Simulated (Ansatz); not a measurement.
A nudged elastic band was laid between two geometries of BFH6Si2 (10 atoms, charge 0, multiplicity 1).

Theory: RKS PBE0/def2-SVP (Ansatz 0.2.0).

```json
{
  "movable images": "7",
  "climbing image": "yes",
  "spring": "5.0 eV/Å²",
  "optimiser": "quadratic models (default)",
  "start path": "through a guess of the saddle point",
  "force threshold": "0.05 eV/Å",
  "iteration limit": "60",
  "end points": "relaxed"
}
```

Image 0:

```xyz
10
Properties=species:S:1:pos:R:3
B -1.307 1.216 -0.264
Si 0.620 0.753 -0.529
Si 0.569 -1.364 0.525
F -0.983 -1.569 1.021
H -2.138 0.880 -1.072
H -1.673 1.767 0.746
H 1.601 1.622 0.191
H 1.057 0.573 -1.948
H 0.896 -2.488 -0.400
H 1.441 -1.441 1.732
```

Image 8:

```xyz
10
Properties=species:S:1:pos:R:3
B -1.390 1.351 -0.304
Si 0.494 0.693 -0.476
Si 0.562 -1.426 0.559
F 2.080 -2.014 0.438
H -2.217 1.096 -1.148
H -1.749 1.952 0.681
H 1.500 1.539 0.241
H 0.943 0.489 -1.890
H 0.218 -1.336 2.008
H -0.359 -2.394 -0.106
```

Which bonds break or form, and what moves?

No bond is made or broken. The dihedral B1–Si2–Si3–F4 goes from 0 to 180°.

What energy profile does the band end with?

It converged. The highest image is number 5 of 0 to 8, 7.7 kJ/mol above the first end and 2.6 kJ/mol above the last; the last end lies 5.1 kJ/mol above the first. A vibrational analysis at the climbing image gives one clearly imaginary mode, 46i cm⁻¹: a first-order saddle point.

```json
{"image": "0", "path coordinate (Å)": "0.00", "energy (kJ/mol)": "0.0", "dihedral B1–Si2–Si3–F4 (°)": "0"}
{"image": "1", "path coordinate (Å)": "0.93", "energy (kJ/mol)": "0.8", "dihedral B1–Si2–Si3–F4 (°)": "24"}
{"image": "2", "path coordinate (Å)": "1.86", "energy (kJ/mol)": "2.3", "dihedral B1–Si2–Si3–F4 (°)": "48"}
{"image": "3", "path coordinate (Å)": "2.79", "energy (kJ/mol)": "3.8", "dihedral B1–Si2–Si3–F4 (°)": "73"}
{"image": "4", "path coordinate (Å)": "3.72", "energy (kJ/mol)": "6.1", "dihedral B1–Si2–Si3–F4 (°)": "97"}
{"image": "5", "path coordinate (Å)": "4.65", "energy (kJ/mol)": "7.7", "dihedral B1–Si2–Si3–F4 (°)": "122"}
{"image": "6", "path coordinate (Å)": "5.37", "energy (kJ/mol)": "7.2", "dihedral B1–Si2–Si3–F4 (°)": "141"}
{"image": "7", "path coordinate (Å)": "6.09", "energy (kJ/mol)": "5.9", "dihedral B1–Si2–Si3–F4 (°)": "160"}
{"image": "8", "path coordinate (Å)": "6.82", "energy (kJ/mol)": "5.1", "dihedral B1–Si2–Si3–F4 (°)": "180"}
```

What is the geometry of the highest image?


```xyz
10
Properties=species:S:1:pos:R:3
B -1.260 1.435 -0.103
Si 0.489 0.643 -0.649
Si 0.530 -1.401 0.557
F 0.679 -2.634 -0.500
H -2.272 1.192 -0.715
H -1.349 2.084 0.913
H 1.692 1.429 -0.231
H 0.609 0.279 -2.096
H 1.690 -1.447 1.496
H -0.725 -1.631 1.333
```

Run time: 6.3 min on 2 threads of Arm Neoverse N1 (shared host), peak memory 0.2 GiB.
